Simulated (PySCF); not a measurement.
## Correlation energy of O²⁺ (oxygen, charge +2)

[He] 2s1 2p2 3d1, one real determinant (an excited configuration). All numbers are calculated (PySCF 2.14, the spin-free X2C one-electron Hamiltonian (Gaussian nucleus), in aug-cc-pVTZ-DK (5s4p3d2f, 46 functions)). Frozen: 1s2; 4 electrons correlated.

| level | correlation energy (mhartree) |
| --- | --- |
| CCSD | -31.07 |
| (T) | -2.92 |
| CCSD(T) | -33.99 |

Diagnostics: T1 = 0.011, D1 = 0.0294, largest double amplitude 0.299.

Q: Is a single reference adequate?

A: Not fully. The real determinant used has ⟨L²⟩ near 8 against 12 for a pure F term, so it mixes terms. The outer electron is Rydberg-like, and this basis confines it to a smaller radius and binds it less than a complete one would. A double-excitation amplitude exceeds 0.15, a sign of near-degeneracy.

The reference is one real determinant that mixes LS terms of this configuration.
